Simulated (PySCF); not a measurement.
C₂H₇O₂, SMILES OCC[OH2+], charge +1. Geometry: B3LYP-D3(BJ)/def2-SVP. The isomer is the one that the SMILES or the coordinates give; other isomers of the formula were not compared. The values are those of a single conformer.

All values below come from B3LYP-D3(BJ)/def2-SVP in PySCF.

Harmonic wavenumbers (cm⁻¹): 201, 368, 431, 517, 622, 826, 903, 954, 986, 1062, 1090, 1155, 1246, 1263, 1282, 1375, 1434, 1469, 1490, 1518, 2489, 3066, 3107, 3137, 3201, 3719, 3796. Rotational constants (GHz): 12.71, 6.844, 4.933; symmetry number 1.

Task: Work out the zero-point energy and the ideal-gas rigid-rotor harmonic-oscillator thermochemistry at 298.15 K and 1 atm.

Result: ZPE = ½ Σ hcν = ½ × 42706 cm⁻¹ = 255.44 kJ/mol. H − E(el) = 270.33 kJ/mol. Entropy in J/(mol K): translation 160.43, rotation 100.96, vibration 25.08, total 286.48. G − E(el) = 184.91 kJ/mol. Cp = 77.99 J/(mol K).
